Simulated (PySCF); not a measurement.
## Multinuclear NMR of CH9ClO2Si3

Bonds (- single, = double, # triple, : aromatic): Si1-O2, O2-Si3, Si3-O4, O4-C5, C5-Si6, Si6-Cl7. Si1 carries H8, H9, H10; Si3 carries H11, H12; C5 carries H13, H14; Si6 carries H15, H16.

- shieldings: GIAO PBE0/pcSseg-1
- geometry from GFN2-xTB
- run in PySCF 2.14
- no relativistic terms, one conformer, rapidly exchanging positions averaged, in vacuum

(1) Predict the ²⁹Si NMR data.

(2) Predict the ¹⁷O NMR data.

Answers

(1) 
```
atoms                   environment  σ (ppm)  δ (ppm)
  Si6  silicon bonded to C, Cl, 2 H    372.8    -26.5
  Si3    silicon bonded to 2 O, 2 H    389.8    -40.4
  Si1      silicon bonded to O, 3 H    396.4    -45.9
```

Shieldings were converted by a linear fit to measured shifts: ²⁹Si (scatter 8.9 ppm rms, 25.8 ppm with the 6 outliers that the fit left out vs TMS, solution or neat liquid). Occasional misses reach two or three times the rms, and more in compound classes unlike the fitted ones.

On a 400 MHz spectrometer ²⁹Si resonates near 79.5 MHz, so 1 ppm is 79.5 Hz.

(2) 
| atoms | environment | σ (ppm) | δ (ppm) |
| --- | --- | --- | --- |
| O2 | oxygen bonded to 2 Si | 290.8 | 1.8 |
| O4 | oxygen bonded to C, Si | 298.4 | -5.1 |

Shieldings were converted by a linear fit to measured shifts: ¹⁷O (scatter 10.7 ppm rms, 12.2 ppm with the 3 outliers that the fit left out vs liquid water, solution or neat liquid). Occasional misses reach two or three times the rms, and more in compound classes unlike the fitted ones.

On a 300 MHz spectrometer ¹⁷O resonates near 40.7 MHz, so 1 ppm is 40.7 Hz.
